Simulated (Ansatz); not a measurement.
disilazane (H7NSi2), singlet, geometry from GFN2-xTB. Base run: HF/def2-SVP (Ansatz, an electronic-structure program).

The Ansatz input:
Ansatz 0.2 input:
```yaml
crystal:
  periodic: [false, false, false]
  atoms:
    - {symbol: Si, position_ang: [1.49303295, -0.29467355, 0.37775681]}
    - {symbol: N, position_ang: [0.07177708, -0.11245754, -0.59500001]}
    - {symbol: Si, position_ang: [-1.52266963, 0.35803387, -0.10940318]}
    - {symbol: H, position_ang: [2.60085977, -0.44841929, -0.56612732]}
    - {symbol: H, position_ang: [1.61644865, 0.91435503, 1.18804151]}
    - {symbol: H, position_ang: [1.41022821, -1.47096761, 1.25316965]}
    - {symbol: H, position_ang: [0.11743383, -0.57014488, -1.49085173]}
    - {symbol: H, position_ang: [-2.18929653, -0.69189990, 0.67169837]}
    - {symbol: H, position_ang: [-2.25767966, 0.60314487, -1.35098125]}
    - {symbol: H, position_ang: [-1.38552039, 1.56409001, 0.70310006]}
basis:
  gaussian:
    orbitals: def2-SVP
hamiltonian:
  xc: hf
```

Each row names what was changed in the base input (with any setting that the change needs).

| change | ΔE vs base (mEh) |
|---|---|
| base | 0.000 |
| lower_state_search = light | 0.000 |
| fitting.mean_field = cc-pVTZ-JKFIT | 0.066 |
| accuracy = high | -0.004 |
| lower_state_search = off | 0.000 |
| forces = on | 0.000 |
| fitting.mean_field = def2-universal-JKFIT | 0.028 |
| point_charge = charge:0.5 position_ang:3.1419, -0.0402, -4.7482 | 0.589 |
| nuclear_model = gaussian | 0.329 |
| point_charge = charge:-1.0 position_ang:-0.8241, 0.1094, -5.6342 | -5.053 |
| lower_state_search = full | 0.000 |
